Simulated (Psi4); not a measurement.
SnH2F2: a line through the functionals

SnH2F2 has 5 atoms, charge 0, and is taken as a singlet. SMILES: `[F][SnH2][F]`. The coordinates come from a PBE0-D4/def2-TZVP relaxation.

The vertical ionisation energy (to the doublet cation) y, in eV, basis def2-SVP with a core potential; a is the functional's share of exact exchange. Programs: Psi4 1.11.

```
functional  program     a  y (eV)
      TPSS     Psi4     0   11.59
    revPBE     Psi4     0   11.42
     TPSSh     Psi4   0.1       ?
     B3LYP     Psi4   0.2   12.05
      PBE0     Psi4  0.25   12.13
     BHLYP     Psi4   0.5   12.60
```

Task: Fit y = c + s·a to the known rows and predict TPSSh.

Result: 
1. Means of the 5 rows: a = 0.1900, y = 11.958.
2. Σ(Δa)² = 0.172, Σ(Δa·Δy) = 0.3824, so the slope is 0.3824/0.172 = 2.2233.
3. Intercept: 11.958 − (2.2233) × 0.1900 = 11.536. The largest residual of the fit is 0.12.
4. TPSSh: 11.536 + (2.2233) × 0.1 = 11.76 eV.

The run gave 11.85 eV, so the prediction is off by -0.09 eV, within the largest residual. The rows mix families of semi-local functionals, which the line can't see. Spin-orbit coupling is left out.
